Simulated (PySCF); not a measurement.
An unknown shows these calculated signals:

¹H NMR (400 MHz, computed): δ 4.56 (s, 6H), 4.49 (d, 2H), 3.79 (s, 1H), 3.05 (t, 1H).

¹³C{¹H} NMR (computed): δ 112.4 (CH), 88.0 (C).

Single conformer, rapidly exchanging positions averaged, non-relativistic, no solvent. NMR shieldings at HF/pcSseg-1/GIAO; coordinates at the PBE0-D3(BJ)/def2-SVP level; PySCF 2.14.0 with density-fitted response routines.

δ = σ(ref) − σ, references computed at the same level: ¹H (σref 31.69) and ¹³C (σref 190.85) vs TMS.

Q: Which of these does the molecule contain: a C≡C triple bond, a Si–CH3 group, a Si–H bond, a three-membered ring, a non-aromatic C=C double bond?

A: 
- A C≡C triple bond: yes (δC 112.4, 88.0; δH 3.05 (t)).
- A Si–CH3 group: no.
- A Si–H bond: yes (δH 4.49 (d)).
- A three-membered ring: no.
- A non-aromatic C=C double bond: no.

The data belong to `C#C[SiH2]O[SiH](O[SiH3])O[SiH3]`, C₂H₁₀O₃Si₄; they needn't prove each group on their own.

Carbon signals by region: 1 in the sp2 and nitrile region (100–160 ppm), 1 at 50–100 ppm.

Shifts are as computed. Against solution values, carbons near 30 ppm lie about -0 ppm off and those near 130 ppm about +7 ppm. Of 1309 compounds with measured shifts, 239 miss one by over three times the rms of a fit or turn the order of signals round; such compounds aren't used in these exercises. Multiplicities follow the n + 1 count of equivalent neighbours, as no J values were calculated; m marks all less simple cases, F and P coupling included.
